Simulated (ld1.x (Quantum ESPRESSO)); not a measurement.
**gallium (Ga): excitation energies, all-electron against RRKJ**

gallium, norm-conserving RRKJ (Kleinman–Bylander form), made with ld1.x (Quantum ESPRESSO) 7.5 (PBE, scalar-relativistic). Core [Ar] 3d10, reference 4s2 4p1. Waves: 4p (bound): rc 2.10 bohr; 4s (bound): rc 1.65 bohr. Local part: the s channel. Core correction: a·sin(br)/r model core inside 1.70 bohr.

Energies are relative to the spin-unpolarised reference configuration 4s2 4p1; without spin polarisation the order of configurations can differ from experiment.

Q: Give the all-electron excitation energy and the error of the potential for: 4s2 4p0; 4s1 4p0; 4s2 4p0.5; 4s2 4p1.3; 4s0 4p3; 4s1 4p1; 4s1 4p2.

A:

| valence configuration | charge | ΔE all-electron (eV) | error AE − PS (meV) |
| --- | --- | --- | --- |
| 4s2 4p0 | +1 | 5.688 | -12 |
| 4s1 4p0 | +2 | 26.816 | -171 |
| 4s2 4p0.5 | +0.5 | 2.030 | -1.8 |
| 4s2 4p1.3 | -0.3 | -0.534 | -0.1 |
| 4s0 4p3 | 0 | 13.371 | -78 |
| 4s1 4p1 | +1 | 13.060 | -51 |
| 4s1 4p2 | 0 | 6.538 | -20 |

Levels in the configuration 4s1 4p2:

| level | all-electron (eV) | pseudo (eV) |
| --- | --- | --- |
| 4s | -10.044 | -10.092 |
| 4p | -3.348 | -3.359 |
